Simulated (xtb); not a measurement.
Input for xtb: GFN-FF on C2H6O (a complex), monomers drawn apart or pushed together.

```
$ xtb mol.xyz --gfnff --sp --chrg 0 --uhf 0
9

O      0.13675347     0.07344211    -0.50661807
H     -0.67679926     0.52212721    -0.75763626
H      0.11647602     0.04017528     0.45891257
C     -0.34211865    -0.61357736     3.80344068
C      0.28620775     0.55381193     3.85364436
H     -1.42160877    -0.68241881     3.86525589
H      0.19766493    -1.54738574     3.70238625
H      1.36582561     0.62302018     3.79582387
H     -0.25391399     1.48712516     3.95842916
```

### Question
Give the final energy of this run.

### Answer
-1.2871 hartree.
